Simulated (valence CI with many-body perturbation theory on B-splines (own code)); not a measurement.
## E1 line list for Si8+

Calculated by relativistic CI+MBPT: four valence electrons over a frozen Dirac-Fock core [He], a basis of 11 s, 11 p, 10 d, 8 f, 5 g, 2 h functions for each j, with the one-electron correlation potential Σ1, the two-electron term Σ2, the three-electron term Σ3, Breit, model QED; selected CI, second order for the rest, scaled by the run's own slope (own B-spline code, finite nucleus).

No measured levels were compared; by estimate levels of excited configurations hold to 0.05 to 0.15 % of their energy, terms of the ground configuration to about 0.5 %. Among the levels kept, up to 1500 cm⁻¹ of a level comes from second order outside the variational space, and about a tenth of that is noise between levels of different J, which matters for small intervals.

Lines 51 to 100 of 505 in falling wavelength, among levels below 280.91 eV, chosen from the strongest by gf and those to the six lowest levels. Wavelengths and rates use the calculated energies, so an error of 200 cm⁻¹ moves a line at 127.1 nm by 0.25 % and its rate by three times that or more. Electric multipoles are in the length gauge, E1 and E2 with the static RPA response of the core. Weak lines are less certain than strong ones. Lines between different terms over intervals too small for the method are left out, as are lines whose strength nearly cancels. Where a level lies close to another of its J and parity, the split of strength between their lines is uncertain.

Names give the largest LS component (configuration and term), which can be under half, so a name can repeat, a term be missing and a line seem to break the LS rules; names also repeat where a configuration has a term twice. Letters in brackets count levels of one name in rising energy.

```csv
λ vac (nm),Upper,Lower,A (s⁻¹),log gf,Branch %
127.1,2s2p²3p ³P°_1 [a],2s2p²3s ³P_2 [a],1.99e+08,-0.84,0.1
125.8,2s2p²3p ⁵D°_2,2s2p²3s ⁵P_2,2.50e+08,-0.53,44.1
125.7,2s2p²3d ³F_3 [c],2s2p²3p ³D°_2 [c],3.24e+08,-0.27,0.1
125.6,2s2p²3d ⁵F_3,2s2p²3p ⁵D°_3,1.08e+08,-0.75,9.7
125.3,2s²2p3p ³D_3,2s²2p3s ³P°_2,4.26e+08,-0.15,12.2
125.2,2s2p²3p ³P°_2 [a],2s2p²3s ³P_2 [a],3.56e+08,-0.38,0.2
124.3,2s2p²3d ⁵F_5,2s2p²3p ⁵D°_4,4.50e+08,0.06,100.0
124.3,2s2p²3p ⁵D°_1,2s2p²3s ⁵P_1,4.03e+08,-0.55,35.4
124.2,2s²2p3p ³D_1,2s²2p3s ³P°_0,2.56e+08,-0.75,7.3
124.1,2s²2p3p ³D_2,2s²2p3s ³P°_1,3.53e+08,-0.39,10.0
124.0,2s2p²3d ⁵F_2,2s2p²3p ⁵D°_2,1.65e+08,-0.72,17.9
123.4,2s2p²3d ³D_3 [c],2s2p²3p ³P°_2 [c],4.39e+08,-0.15,0.1
123.2,2s2p²3p ⁵D°_4,2s2p²3s ⁵P_3,5.12e+08,0.02,96.0
123.2,2s2p²3p ³F°_2,2s2p²3s ³D_1,2.72e+08,-0.51,0.2
123.2,2s2p²3d ⁵F_4,2s2p²3p ⁵D°_3,4.07e+08,-0.08,52.8
123.0,2s2p²3d ⁵F_1,2s2p²3p ⁵D°_1,2.10e+08,-0.85,29.2
122.6,2s2p²3p ⁵D°_3,2s2p²3s ⁵P_2,3.99e+08,-0.20,75.5
122.4,2s2p²3d ⁵F_3,2s2p²3p ⁵D°_2,3.52e+08,-0.26,31.8
122.2,2s2p²3p ⁵D°_2,2s2p²3s ⁵P_1,2.35e+08,-0.58,41.4
122.2,2s2p²3d ³D_3 [b],2s2p²3p ³D°_3 [b],1.72e+08,-0.57,0.0
122.0,2s2p²3d ⁵F_1,2s2p²3p ⁵D°_0,2.34e+08,-0.80,32.6
122.0,2s2p²3d ⁵F_2,2s2p²3p ⁵D°_1,2.89e+08,-0.49,31.2
121.9,2s2p²3d ³D_2 [b],2s2p²3p ³D°_2 [b],1.45e+08,-0.79,0.0
121.8,2s2p²3d ³D_2 [d],2s2p²3p ³P°_1 [d],2.35e+08,-0.58,0.1
121.4,2s2p²3p ³F°_3,2s2p²3s ³D_2,4.76e+08,-0.13,13.2
121.3,2s2p²3d ³D_3 [d],2s2p²3p ³P°_2 [d],2.85e+08,-0.36,0.2
121.0,2s2p²3d ⁵D_3,2s2p²3p ⁵P°_3,8.97e+07,-0.86,0.2
120.6,2s2p²3d ³G_3,2s2p²3p ¹D°_2 [a],1.53e+08,-0.63,2.5
120.3,2s2p²3p ³F°_4,2s2p²3s ³D_3,5.61e+08,0.04,24.6
120.2,2s2p²3p ¹D°_2 [a],2s2p²3s ³D_1,1.71e+08,-0.73,0.1
120.2,2s2p²3d ³G_5,2s2p²3p ³F°_4,5.14e+08,0.09,48.7
120.0,2s2p²3d ³P_2 [b],2s2p²3p ³P°_2 [b],2.91e+08,-0.50,0.0
119.7,2s2p²3d ³D_2 [c],2s2p²3p ³P°_1 [c],3.59e+08,-0.41,0.1
119.4,2s2p²3p ³P°_2 [d],2s2p²3s ³P_2 [b],3.77e+08,-0.40,0.3
119.3,2s2p²3d ³G_4,2s2p²3p ³F°_3,4.98e+08,-0.02,4.3
119.2,2s2p²3d ⁵D_4,2s2p²3p ⁵P°_3,3.81e+08,-0.14,51.2
118.7,2s2p²3d ⁵D_2,2s2p²3p ⁵P°_2,2.33e+08,-0.61,0.8
118.0,2s2p²3d ⁵D_3,2s2p²3p ⁵P°_2,3.11e+08,-0.34,0.7
117.7,2s2p²3d ³F_2 [c],2s2p²3p ¹P°_1 [b],2.24e+08,-0.63,0.1
117.7,2s2p²3d ³G_3,2s2p²3p ³F°_2,3.44e+08,-0.30,5.7
117.7,2s2p²3d ¹F_3 [a],2s2p²3p ¹F°_3,1.43e+08,-0.68,0.1
117.6,2s2p²3d ⁵D_1,2s2p²3p ⁵P°_1,3.38e+08,-0.68,2.6
117.6,2s2p²3d ³F_4 [b],2s2p²3p ³F°_4,1.51e+08,-0.55,0.0
117.3,2s2p²3d ⁵D_2,2s2p²3p ⁵P°_1,1.69e+08,-0.76,0.5
116.6,2s2p²3d ¹D_2 [b],2s2p²3p ³D°_1 [c],2.01e+08,-0.69,0.2
116.4,2s2p²3d ³F_3 [b],2s2p²3p ³F°_3,1.39e+08,-0.71,0.0
116.1,2s2p²3p ⁵P°_2,2s2p²3s ⁵P_3,2.64e+08,-0.57,23.8
114.9,2s²2p3d ³D°_2,2s²2p3p ³P_1,2.13e+08,-0.68,0.0
114.7,2s2p²3p ³P°_1 [c],2s2p²3s ³S_1,5.78e+08,-0.47,1.0
114.5,2s²2p3d ³D°_3,2s²2p3p ³P_2,3.65e+08,-0.30,0.0
```
